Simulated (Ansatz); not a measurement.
C$_{3}$H$_{6}$OSSi (`C=C([SiH3])OC=S`), relaxed with RKS PBE0-D4/def2-TZVP in Ansatz from a PBE-D4/def2-SVP geometry. The force threshold is 0.005 eV/Å; the program also tests the step.

Total charge 0; spin multiplicity 1.

Start:

```xyz
12

C    -1.234    0.504    0.721
C    -0.037    0.062    0.283
Si    0.932   -1.402    1.003
O     0.658    0.690   -0.755
C    -0.008    1.171   -1.834
S     0.680    2.119   -2.960
H    -1.741   -0.021    1.543
H    -1.726    1.398    0.305
H     2.257   -0.923    1.522
H     1.166   -2.424   -0.073
H     0.117   -1.993    2.117
H    -1.063    0.819   -1.872
```

```json
{"step": "1", "energy (eV)": "-23956.7188", "largest force (eV/Å)": "0.802", "largest move (Å)": "0.000"}
{"step": "2", "energy (eV)": "-23956.7790", "largest force (eV/Å)": "0.317", "largest move (Å)": "0.037"}
{"step": "3 (rejected)", "energy (eV)": "-23956.7785", "largest force (eV/Å)": "0.271", "largest move (Å)": "0.053"}
{"step": "4", "energy (eV)": "-23956.7850", "largest force (eV/Å)": "0.081", "largest move (Å)": "0.026"}
{"step": "5", "energy (eV)": "-23956.7856", "largest force (eV/Å)": "0.028", "largest move (Å)": "0.015"}
{"step": "6 (rejected)", "energy (eV)": "-23956.7854", "largest force (eV/Å)": "0.030", "largest move (Å)": "0.019"}
{"step": "7", "energy (eV)": "-23956.7857", "largest force (eV/Å)": "0.018", "largest move (Å)": "0.009"}
{"step": "8", "energy (eV)": "-23956.7857", "largest force (eV/Å)": "0.010", "largest move (Å)": "0.005"}
{"step": "9", "energy (eV)": "-23956.7857", "largest force (eV/Å)": "0.002", "largest move (Å)": "0.001"}
```

End:

```xyz
12

C    -1.208    0.493    0.702
C    -0.025    0.064    0.276
Si    0.920   -1.391    0.997
O     0.664    0.702   -0.748
C    -0.010    1.161   -1.806
S     0.635    2.117   -2.923
H    -1.709   -0.030    1.505
H    -1.697    1.372    0.294
H     2.233   -0.925    1.506
H     1.136   -2.412   -0.059
H     0.100   -1.947    2.101
H    -1.039    0.796   -1.844
```

Run time 52 s (4 threads of an Arm Neoverse V1 on a shared host); peak host memory 0.72 GiB.
